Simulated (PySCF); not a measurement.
## Ga⁻ (gallium, charge -1): UHF calculation

Configuration: [Ar] 3d10 4s2 4p2, high-spin 3P determinant. Calculation: PySCF 2.14, in aug-cc-pV5Z-PP with ECP10MDF (8s7p6d4f3g2h, 136 functions); scalar relativity through the core potential.

| Quantity | Value |
| --- | --- |
| Total energy | -258.300915 hartree |
| One-electron energy | -467.2484 hartree |
| Hartree (Coulomb) energy | 230.7917 hartree |
| Exchange energy | -21.8442 hartree |
| ⟨S²⟩ | 2.0131 |
| ⟨L²⟩ | 2.028 |
| Sum of ⟨r⟩ | 27.65 bohr |
| Sum of ⟨r²⟩ | 83.27 bohr² |
| Traceless quadrupole moment −½Σ⟨3z² − r²⟩ along its main axis | 11.4 e·bohr² |
| Time after the integrals | about 9 core-seconds |

```
shell  electrons  mean orbital energy (eV)  spread (eV)  rms radius, mean of both spins (bohr)
 3s α          1                   -174.14            0                                  0.701
 3s β          1                   -174.13            0                                  0.701
 3p α          3                   -119.23        0.018                                  0.739
 3p β          3                   -119.19        0.182                                  0.739
 3d α          5                   -26.497        0.125                                  0.894
 3d β          5                   -26.484        0.189                                  0.894
 4s α          1                    -7.882            0                                   2.78
 4s β          1                    -5.649            0                                   2.78
 4p α          2                    -0.517        0.001                                   5.27
```

Energies and moments cover only the electrons outside the core potential.
